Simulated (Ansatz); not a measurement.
Computed with Ansatz on PBE0-D4/def2-TZVP structures; ΔE is electronic, products minus reactants. CCSD(T)/CBS adds triple-zeta CCSD(T) − MP2 to the extrapolated MP2 energy (def2 sets, frozen cores). This one scheme is used for every species. DFT in def2-TZVPP. For Br outer-core shells are correlated without core-valence functions, which leaves a few kJ/mol of doubt a bond. Scalar relativity is left out up to krypton. One conformer a species, not always the lowest.

Reaction (redistribution): `[F][Al]([SH])[Br]` + `N[Si](F)(F)F` → `[NH2][Al]([F])[SH]` + `F[Si](F)(F)Br`

| level | ΔE (kJ/mol) |
| --- | --- |
| r2SCAN-D4 | 57.3 |
| ωB97M-V | 58.1 |
| r2SCAN | 57.4 |
| CCSD(T)/def2-TZVPP | 59.4 |

Question: What does CCSD(T)/CBS give? (Best estimate.)

Answer: Computed: +58.8 kJ/mol. The listed levels differ from it by -1.5, -0.7, -1.4, 0.6 kJ/mol.

Largest T1 diagnostic among the species: 0.011.

From BLYP to BHLYP (50 % exact exchange), in def2-TZVPP and without D4, ΔE moves by +11.9 kJ/mol. In def2-TZVPP, CCSD(T) changes the Hartree–Fock value by −13.0 kJ/mol (the triples alone add −1.7 kJ/mol) and MP2 by −14.1 kJ/mol.
